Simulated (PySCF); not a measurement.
**Excitation energy of Ta⁺ by level of theory**

Ta⁺ [Xe] 4f14 5d3 6s1 (5F) → Ta⁺ [Xe] 4f14 5d3 6p1 (high-spin determinant), as a difference of total energies. Calculation: PySCF 2.14, in ANO-RCC-VTZP (8s7p5d3f2g1h, 104 functions); scalar relativity by spin-free X2C-1e. Correlated levels: valence: [Xe] 4f14 frozen. The calculations carry no spin-orbit coupling.

| method | excitation energy (eV) |
| --- | --- |
| UHF | 4.959 |
| LDA | 5.334 |
| PBE | 5.208 |
| PBE0 | 5.156 |
| r2SCAN | 5.352 |
| MP2 (valence) | 5.022 |
| SCS-MP2 (valence) | 4.980 |

Problem. How much does correlation contribute at MP2 (valence)?

Solution. 5.022 − (4.959) = 0.063 eV, measured against UHF.

A first-order spin-orbit estimate (lowest level to lowest level, LS coupling) adds -0.280 eV.

The basis was made for the ground configuration and has no added diffuse functions, so the excitation energy can come out too high.

The determinant of the upper state mixes LS terms, which raises its energy above the lowest term, most at the Hartree-Fock and MP2 levels.
